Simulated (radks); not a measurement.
The numbers below are computed, except where a source is named.
Question: The mean radii <r> (bohr) of the occupied orbitals of an atom or ion are listed with their occupations. Level of theory: Dirac Kohn-Sham, BLYP, spin-unpolarised, spherical densities, point nucleus (a radial shooting solver on a logarithmic mesh with Libxc functionals).

| orbital | occ. | <r> |
|---|---|---|
| 1s1/2 | 2 | 0.01743 |
| 2s1/2 | 2 | 0.07295 |
| 2p1/2 | 2 | 0.06017 |
| 2p3/2 | 4 | 0.06848 |
| 3s1/2 | 2 | 0.1899 |
| 3p1/2 | 2 | 0.1801 |
| 3p3/2 | 4 | 0.1954 |
| 3d3/2 | 4 | 0.1705 |
| 3d5/2 | 6 | 0.1752 |
| 4s1/2 | 2 | 0.4223 |
| 4p1/2 | 2 | 0.4256 |
| 4p3/2 | 4 | 0.4590 |
| 4d3/2 | 4 | 0.4695 |
| 4d5/2 | 6 | 0.4805 |
| 5s1/2 | 2 | 0.9656 |
| 4f5/2 | 5.57143 | 0.5202 |
| 4f7/2 | 7.42857 | 0.5273 |
| 5p1/2 | 2 | 1.047 |
| 5p3/2 | 4 | 1.144 |
| 5d3/2 | 3.2 | 1.607 |
| 5d5/2 | 4.8 | 1.681 |
| 6s1/2 | 2 | 2.876 |

Name the element and its charge. Open shells, if any, are shared by 2j + 1.

Answer: Z = 77, iridium, charge 0: Ir in [Xe] 4f13 5d8 6s2. The 1s radius gives Z: for a bare nucleus <r> = (2 gamma + 1)/(2Z) with gamma = sqrt(1 - (Z/c)^2), 0.01724 bohr for Z = 77, and screening makes it slightly larger (0.01743 here). The occupations add up to 77, and the charge is Z minus that.
